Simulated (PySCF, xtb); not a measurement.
GeH₃O₃, SMILES [Ge]([OH])([OH])[OH] (connectivity only; charge and spin as stated), charge +1, multiplicity 1. One conformer was computed; it need not be the lowest.

Harmonic wavenumbers (cm⁻¹) from GFN2-xTB run with xtb at its own minimum, in rising order: 166, 195, 209, 277, 368, 397, 624, 656, 720, 755, 778, 799, 3372, 3411, 3451.

Problem. What does PBE0-D3(BJ)/def2-SVP in PySCF give at its own minimum? (Estimate from the structure and the level; the computed values follow.)

Solution. 210, 220, 227, 290, 371, 420, 749, 779, 819, 899, 909, 935, 3803, 3814, 3830. Paired by order, the mean absolute difference is 140 cm⁻¹ and the zero-point energies are 23.1 and 26.1 kcal/mol.
